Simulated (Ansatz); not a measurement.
C₂H₇AsSi (`[SiH3]C1C[AsH]1`). Charge 0, multiplicity 1. All single points use the PBE0-D4/def2-TZVP geometry.

```xyz
11

Si   -0.614    1.294   -0.815
C    -0.356   -0.167    0.299
C     0.986   -0.493    0.837
As    0.478   -1.747   -0.613
H    -1.849    1.119   -1.622
H    -0.726    2.562   -0.040
H     0.562    1.403   -1.720
H    -1.199   -0.453    0.921
H     1.816    0.154    0.574
H     1.056   -0.921    1.829
H    -0.153   -2.751    0.348
```

(1) What is the dipole moment at ωB97M-V/def2-TZVPP? (Best estimate.)

(2) And with PBE, r2SCAN, B3LYP? (Best estimate.)

(3) Give the Mulliken charges with ωB97M-V, r2SCAN, PBE in def2-TZVPP. (An estimate is asked.)

Answers

(1) Ansatz gave: 1.11 D, with components (-0.03, -0.19, 1.09) D in this frame, pointing from negative to positive charge.

(2) The calculation gave: PBE 1.12 D, r2SCAN 1.22 D, B3LYP 1.08 D.

(3) The calculation gave: 
| atom | ωB97M-V | r2SCAN | PBE |
| --- | --- | --- | --- |
| Si1 | 0.20 | 0.31 | 0.21 |
| C2 | -0.30 | -0.21 | -0.19 |
| C3 | -0.28 | -0.18 | -0.23 |
| As4 | 0.08 | 0.07 | 0.07 |
| H5 | -0.03 | -0.07 | -0.05 |
| H6 | -0.04 | -0.08 | -0.06 |
| H7 | -0.03 | -0.07 | -0.05 |
| H8 | 0.13 | 0.09 | 0.11 |
| H9 | 0.13 | 0.09 | 0.11 |
| H10 | 0.13 | 0.09 | 0.11 |
| H11 | 0.00 | -0.04 | -0.03 |

B3LYP here is the variant with VWN-RPA as its local correlation; programs differ in this.
